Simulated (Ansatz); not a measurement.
Molecule: C6H14, net charge 0, singlet state. 
Structure (B3LYP-D3(BJ)/def2-TZVP (Ansatz, an electronic-structure program) minimum search):
```
C
H 1 1.0983
C 1 1.5296 2 107.98
H 3 1.0902 1 111.70 2 -60.04
H 3 1.0902 4 107.22 1 -122.67
H 3 1.0942 4 107.80 5 -115.82
C 1 1.5346 2 107.50 3 120.77
H 7 1.0943 1 108.34 2 66.65
H 7 1.0960 8 106.06 1 -116.62
C 7 1.5267 8 108.85 9 -117.81
H 10 1.0908 7 112.05 8 173.60
H 10 1.0916 11 107.37 7 122.05
H 10 1.0931 11 107.68 12 115.67
C 1 1.5346 2 107.50 7 118.46
H 14 1.0943 1 108.34 2 -66.65
H 14 1.0960 15 106.06 1 116.62
C 14 1.5267 15 108.85 16 117.81
H 17 1.0908 14 112.05 15 -173.60
H 17 1.0916 18 107.37 14 -122.05
H 17 1.0931 18 107.68 19 -115.67
```

Wanted: atomisation energy (electronic, to ground-state atoms), in kJ/mol. Cores are frozen in the correlated levels unless marked. UHF or UKS for open shells. No spin-orbit coupling. No relativistic terms. The coupled-cluster limit lacks core correlation, which all-electron functionals hold. CBS marks a two-point X^-3 extrapolation of the correlation energy; Hartree-Fock from the larger set. The bracket is a focal-point correction in the basis named.

```json
[
 {"level": "revPBE-D4/def2-TZVPD", "program": "Ansatz + dftd4", "atomisation energy (kJ/mol)": "[?]"},
 {"level": "PBE0/def2-TZVPD", "program": "Ansatz", "atomisation energy (kJ/mol)": "7916.0"},
 {"level": "BHLYP-D4/def2-TZVPD", "program": "Ansatz + dftd4", "atomisation energy (kJ/mol)": "7752.9"},
 {"level": "r2SCANh/def2-TZVPD", "program": "Ansatz", "atomisation energy (kJ/mol)": "[?]"},
 {"level": "RI-MP2/CBS(aug-cc-pVTZ,aug-cc-pVQZ)+[CCSD(T)-MP2]/aug-cc-pVTZ", "program": "Ansatz", "atomisation energy (kJ/mol)": "7907.6"}
]
```

Problem. Some entries are withheld; supply them.

Solution. 
- revPBE-D4/def2-TZVPD, atomisation energy (kJ/mol): 7867.2
- r2SCANh/def2-TZVPD, atomisation energy (kJ/mol): 7875.4
